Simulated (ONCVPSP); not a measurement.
# Before and after: ONCV potential for samarium (Sm)

ONCVPSP 4.0.1 input, shortened (lines: element, Z, core and valence counts, functional; n l f; lmax; l rc ep ncon nbas qcut; lloc lpopt rc5 dvloc0; l nproj debl; icmod fcfact rcfact), LDA (Perdew-Zunger), scalar-relativistic:

```
  Sm 62.00   10    5        3      upf
    1    0    2.00
    2    0    2.00
    2    1    6.00
    3    0    2.00
    3    1    6.00
    3    2   10.00
    4    0    2.00
    4    1    6.00
    4    2   10.00
    4    3    5.00
    5    0    2.00
    5    1    6.00
    5    2    1.00
    6    0    1.75
    6    1    0.25
    2
    0    2.10    0.00    4    7    6.20
    1    2.20    0.00    3    7    5.20
    2    2.70    0.00    3    6    4.20
    4    5    1.80    0.00
    0    2    2.20
    1    2    2.40
    2    2    3.50
    0    0.00    0.00
```

Change: d: rc 3.94.

Cutoffs: the cutoffs (Ha) at which the residual kinetic energy of the hardest occupied pseudo-wave falls to 1 and 0.1 mHa per electron; they do not see the model core or the augmentation charge, which bear on the density cutoff. Errors are all-electron minus pseudo energies relative to the spin-unpolarised reference configuration.

**Question.** How do hardness, ghosts and transferability respond?

**Answer.** The potential gets neither clearly harder nor softer (13 Ha and 15 Ha → 13 Ha and 15 Ha); the s channel sets the loose cutoff, while the largest relative change is in d, which becomes softer; of the 4 tests that both files solve, the error grows in 3 and shrinks in 0 by more than 15 % and 0.3 meV (median size 0.6 → 4.5 meV); neither file shows a bound ghost. More of the atom is replaced by a form fitted at one configuration, so other configurations suffer.

| quantity | base | changed |
| --- | --- | --- |
| cutoff, loose | 13 Ha | 13 Ha |
| cutoff, tight | 15 Ha | 15 Ha |
| loose cutoff by channel | s 13 Ha, p 6.2 Ha, d 6.7 Ha | s 13 Ha, p 6.2 Ha, d 5.4 Ha |
| bound ghosts | none | none |
| GHOST(+) flags under 300 eV | s at 157.4 eV | s at 157.4 eV |
| error for 5s2 5p6 5d1 6s2 6p0, meV [ΔE -0.69 eV] | +0.1 | +0.3 |
| error for 5s2 5p6 5d1 6s1 6p0, meV [ΔE 5.97 eV] | -0.7 | +8.0 |
| error for 5s2 5p6 5d1 6s0 6p0, meV [ΔE 18.02 eV] | +3.0 | +58 |
| error for 5s2 5p6 5d1 6s1.5 6p0, meV [ΔE 2.00 eV] | -0.4 | +1.0 |
| s: phases at 2.13 bohr within 0.05 rad from the reference energy up to (Ha; the scan ends near 5) | to the end of the scan | to the end of the scan |
| p: phases at 2.24 bohr within 0.05 rad from the reference energy up to (Ha; the scan ends near 5) | 4.8 | 4.8 |
